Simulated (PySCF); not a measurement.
Species: fac-MoCl3(PH3)3 (quartet state).
Bonds: Mo1–Cl2, Mo1–P3, Mo1–Cl7, Mo1–P8, Mo1–Cl12, Mo1–P13. Hydrogens: H4, H5, H6 on P3; H9, H10, H11 on P8; H14, H15, H16 on P13.

A GFN2-xTB structure was refined with PBE0-D3(BJ)/def2-SVP geometry optimisation, gas phase, def2 core potentials past Kr in PySCF. Its GFN2-xTB values:

| coordinate | GFN2-xTB |
| --- | --- |
| Mo1–Cl2 | 2.379 Å |
| Mo1–P3 | 2.455 Å |
| Mo1–P13 | 2.299 Å |
| P3–H4 | 1.286 Å |
| Cl2–Mo1–P3 | 173.9° |
| Cl2–Mo1–Cl7 | 97.0° |
| Cl2–Mo1–P8 | 83.1° |
| Cl2–Mo1–Cl12 | 92.2° |
| P3–Mo1–P8 | 93.3° |

How do these coordinates change at the PBE0-D3(BJ)/def2-SVP level?

```
  coordinate  PBE0-D3(BJ)/def2-SVP (Å or °)  change
     Mo1–P13                          2.519  +0.220
       P3–H4                          1.421  +0.135
      Mo1–P3                          2.519  +0.064
     Mo1–Cl2                          2.393  +0.014
Cl2–Mo1–Cl12                          100.3    +8.1
   P3–Mo1–P8                           97.3    +4.0
 Cl2–Mo1–Cl7                          100.5    +3.5
  Cl2–Mo1–P3                          177.4    +3.5
  Cl2–Mo1–P8                           81.0    -2.1
```

The energy falls by 1.212 eV over 33 energy and gradient evaluations, the largest force component goes from 0.0711 to 2.5e-04 Eh/bohr, and the atoms move by 0.868 Å rms after alignment. The bond that changes most is Mo1–P13 (ends: molybdenum bonded to 3 Cl and 3 P; phosphorus bonded to Mo and 3 H), which lengthens by 0.220 Å. Bonds longer at the end by more than 0.005 Å: 10 of 15; shorter: 5. Among the dihedrals that turn most is P13–Mo1–P3–H4, from 43° to 112°. Rotational constants go from 647.2, 639.2, 553.8 to 634.0, 633.1, 507.6 MHz.

The run used 184 basis functions and 253 SCF cycles in all. Hardware: one thread, AMD EPYC (x86_64), shared host with 64 logical CPUs at a one-minute load of 60. Cost: 50 min of wall time, 1.1 GiB resident at most.

No PBE0-D3(BJ)/def2-SVP frequencies stand behind this structure, so it isn't proved a minimum. ⟨S²⟩ = 3.768 (exact for a quartet: 3.75).
